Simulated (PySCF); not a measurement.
Computed with PySCF 2.14.0 with PBE-D3(BJ)/def2-TZVP // B3LYP-D3(BJ)/def2-TZVP. Gas-phase values, no solvent. One relaxed conformer stands for a flexible species; it need not be the lowest. Excitations are Tamm–Dancoff values on a coarser integration grid. The basis has no diffuse functions, so Rydberg states are missing or too high.

Reference species (SMILES): `[SiH3]B([SiH3])[SiH3]` (neutral, multiplicity 1).

The T1 excitation (TDA) is 2.35 eV and the S1 excitation (TDA) is 3.05 eV.

Changed species: `SB([SiH3])S` (S–B–S–H torsion 180°, S–B–S–H torsion 180°) (2 of 3 SiH3 replaced by SH; the reference has 0 of 3 SiH3 replaced by SH).

Task: Give the shifts of the T1 excitation (TDA) and S1 excitation (TDA).

Result: the T1 excitation (TDA) increases by 1.45 eV, to 3.80 eV; the S1 excitation (TDA) goes up by 1.86 eV, to 4.91 eV.
